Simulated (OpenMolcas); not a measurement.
## P⁺: from CASSCF to CASPT2

```
Program             : OpenMolcas
Basis               : ANO-R2 [5s4p3d1f]
Scalar Hamiltonian  : X2C, finite nucleus
Active space        : 4 electrons in 8 orbitals (3s 3p 4s 4p)
State averaging     : 2S+1 = 3 even, 6 roots kept (CI in the orbitals of an earlier block); 2S+1 = 1 even, 9 roots; 2S+1 = 5 odd, 1 root; 2S+1 = 3 odd, 9 roots; 2S+1 = 1 odd, 8 roots
Spin-orbit coupling : state interaction with AMFI integrals over the reference wave functions, term energies averaged over their components
```

Methods on the same reference wave functions:
A. CASSCF
B. SS-CASPT2, IPEA 0.25 Eh, imaginary shift 0.1 Eh (closed shells correlated: 2s 2p)
C. MS-CASPT2, IPEA 0.25 Eh, imaginary shift 0.1 Eh (closed shells correlated: 2s 2p)

Energies in cm⁻¹ above 3s² 3p² ³P₀, the measured ground level; measured values from NIST Handbook of Basic Atomic Spectroscopic Data.

```csv
Level,A,B,C,Measured
3s² 3p² ³P₀,0.0,0.0,0.0,0.0
3s² 3p² ³P₁,140,139,138,165
3s² 3p² ³P₂,402,401,398,469
3s² 3p² ¹D₂,10434,9210,9220,8882
3s² 3p² ¹S₀,19106,21220,21230,21576
3s 3p³ ⁵S°₂,34436,42470,42480,45697
3s 3p³ ³D°₁,72590,63850,63860,65251
3s 3p³ ³D°₂,72611,63870,63880,65272
3s 3p³ ³D°₃,72652,63910,63920,65307
3s 3p³ ³P°₀,83066,78830,78840,76823
3s 3p³ ³P°₁,83086,78850,78860,76812
3s 3p³ ³P°₂,83125,78890,78900,76764
3s 3p³ ¹D°₂,115205,97050,97060,112607
```

Deviations, from unrounded energies. A percentage is the sum of absolute deviations over the sum of measured energies, with the sign that they share, or ± where signs differ.

```json
{"Against measurement": "mean absolute deviation (cm-1)", "Levels": "12", "A": "4900", "B": "2500", "C": "2500"}
{"Against measurement": "fine structure of the ground term (%)", "Levels": "2", "A": "-14.5", "B": "-14.8", "C": "-15.4"}
{"Against measurement": "other terms of the ground configuration (%)", "Levels": "2", "A": "±13.2", "B": "±2.3", "C": "±2.3"}
{"Against measurement": "other configurations (%)", "Levels": "8", "A": "±9.4", "B": "±5.0", "C": "±5.0"}
```

B, C lie about equally close to measurement and A furthest from it. The largest miss of C in the table is 3s 3p³ ¹D°₂, by -16000 cm-1. The ranking rests on the paired levels alone, and a cruder setting can come out closer through cancelling errors.

Between B and C the level of the table that moves most is 3s 3p³ ³P°₀, by 11 cm-1 (lowest in B, highest in C). Moves below CASPT2's spread within the term are not significant.

The two smallest mean deviations differ by little beside CASPT2's spread within terms, so their order carries little weight.

From A to B the spin-free energies of the other terms of 3s² 3p² shown, above ³P, scale by factors of 0.88 to 1.11.

The lowest spin-free term lies below A's lowest term by 0.256 hartree in B, 0.256 hartree in C.

CASPT2 does not keep the components of a term degenerate, so their means are used; among the terms shown or strongly mixed into the levels shown the widest spread is 500 cm-1 (3s 3p³ ¹D°, C). Over all roots computed the reference weight is 0.83 to 0.98 in B, 0.83 to 0.98 in C; the roots of lowest weight are the least certain, and an intruder state may touch them. Terms from blocks run as CI alone lack orbitals of their own. The run also gave levels led by 3s 3p² 4s, 3s² 3p 4p, which use shells meant for correlation; these and all levels above them are left out. Terms of s pⁿ other than that of highest spin mix with s² pⁿ⁻² d, which this space lacks; all of them can be thousands of cm-1 off, and some have no real level of that name. Without dynamic correlation excited terms often stand tens of per cent too high (terms of higher spin than the ground term too low), and those without a measured partner can miss by more than the paired ones (holds for A). Computed and measured levels are paired by configuration, term and J; levels that our copy of the source lacks, or whose pairing is in doubt (as where it misses far off the trend of its configuration), stay unpaired and out of the deviations. Only configurations of the active space appear. Levels that lie high or do not pair safely by name in every column are left out.

° marks odd parity.
